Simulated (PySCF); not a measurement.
Compound: C₆H₁₁N₂ (charge +1).
Cartesian coordinates in Å at the GFN2-xTB level; atoms count from 1:
```xyz
19
C6H11N2 angstrom
C     -2.5417    0.9130   -0.4110
C     -1.9872   -0.3679    0.2041
N     -0.5494   -0.4301    0.0449
C      0.1099   -0.9637   -1.0190
C      1.4416   -0.7643   -0.8136
N      1.5738   -0.1049    0.3708
C      2.8226    0.2992    0.9592
C      0.3565    0.0884    0.8700
H     -2.1253    1.7902    0.0771
H     -3.6201    0.9337   -0.2892
H     -2.3163    0.9627   -1.4730
H     -2.2210   -0.4089    1.2696
H     -2.4216   -1.2406   -0.2867
H     -0.3974   -1.4434   -1.8312
H      2.2828   -1.0431   -1.4153
H      3.3505    0.9771    0.2873
H      2.6433    0.8034    1.9059
H      3.4531   -0.5733    1.1341
H      0.1360    0.5819    1.7969
```

Level of theory: TDDFT wB97X-D/def2-SVPD, vertical, gas phase, core orbitals frozen in the response (PySCF 2.14.0, density-fitted response routines).

Question: List the vertical singlet excitations with oscillator strengths and describe the spectrum.

Answer: 

```
state  λ (nm)  E (eV)       f  main configurations (H = HOMO, L = LUMO)
   S1   193.1    6.42   0.109                                 H→L (94%)
   S2   172.8    7.17  0.0008                  H→L+1 (51%), H-1→L (47%)
   S3   153.4    8.08   0.731                  H-1→L (50%), H→L+1 (45%)
   S4   150.9    8.21   0.012                               H→L+2 (86%)
   S5   146.3    8.48   0.126                             H-1→L+1 (91%)
   S6   141.3    8.77   0.026                               H-2→L (91%)
   S7   136.9    9.06  0.0039                  H→L+5 (56%), H→L+3 (32%)
   S8   135.6    9.15  0.0052     H→L+3 (47%), H→L+5 (23%), H→L+4 (16%)
```

Triplets, Tamm–Dancoff:

| state | E (eV) | λ (nm) | main configurations (H = HOMO, L = LUMO) |
| --- | --- | --- | --- |
| T1 | 4.75 | 261.0 | H→L (96%) |
| T2 | 5.25 | 236.3 | H→L+1 (93%) |
| T3 | 5.96 | 208.2 | H-1→L (92%) |

The lowest singlet lies at 6.42 eV (193 nm, vacuum ultraviolet) and is of moderate strength; its leading configuration is HOMO→LUMO (94%). The strongest level in the table is S3 at 8.08 eV (153 nm, f = 0.731). Löwdin shares by element: HOMO carbon 74% or more, nitrogen 9% or more (atoms not listed hold the other 17%); LUMO nitrogen 40%, carbon 32% or more, hydrogen 8% or more (atoms not listed hold the other 20%). Orbital energies (eV): HOMO-3 -16.70, HOMO-2 -16.19, HOMO-1 -15.07, HOMO -13.96, LUMO -3.19, LUMO+1 -2.23, LUMO+2 -1.49. Of the 8 states listed, 5 reach f = 0.01 and none stays under 0.0005. Weighted by f, the mean energy of these states is 7.98 eV. Singlets were solved by full linear response, triplets in the Tamm–Dancoff approximation.

One conformer stands for the species.
